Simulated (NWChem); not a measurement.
# CH$_{3}$Li; SMILES [Li][CH3]

All runs: NWChem. Coordinates come from a PBE0-D3(BJ)/def2-TZVP optimisation.

Question: Predict the results for MPW1K/def2-SVP. Quantities: highest occupied level (eV); orbital gap (eV); dipole (D).

Answer: highest occupied level (eV): -5.71
orbital gap (eV): 5.03
dipole (D): 5.65
